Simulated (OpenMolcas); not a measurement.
# Nb4+: moving or changing the point charges

Nb4+ among 6 point charges of -1.7 e arranged as a trigonal prism (D3h), 2.04 Å from the ion, with a polar angle of 45.7° against the regular 49.1°. The active orbitals were held to one l.

* Program: OpenMolcas 26.06
* Method: CASSCF
* Basis: ANO-RCC-VTZP [7s6p4d2f1g]
* Scalar Hamiltonian: DKH2, point nucleus
* Active space: 1 electron in 5 orbitals (4d)
* State averaging: 2S+1 = 2 even, 5 roots
* Spin-orbit coupling: RASSI with atomic mean-field integrals over the reference wave functions

Runs around this geometry, states (labels of D3, the rotations of D3h). Energies in cm-1 above the lowest state or level, χT in cm3 K/mol.

```tsv
R (Å)	Polar angle / regular	Ground state	First state of that spin	First gap with spin-orbit (degeneracies)	χT at 300 K
1.88	0.93	2E	2A1 13967	1342 (2, 2)	0.204
2.04	0.93	2E	2A1 11426	1394 (2, 2)	0.201
2.04	1	2E	2A1 5171	1429 (2, 2)	0.200
```

Taking the first state of the same spin as R^-n, n = -ln(11426 / 13967) / ln(2.04 / 1.88) = 2.5 between the shortest and longest distance.

An orbital doublet at a regular site is open to a Jahn-Teller distortion, which this geometry leaves out. Point charges carry no covalency, so the field is a model and not that of real ligands. No measured value stands beside these numbers.
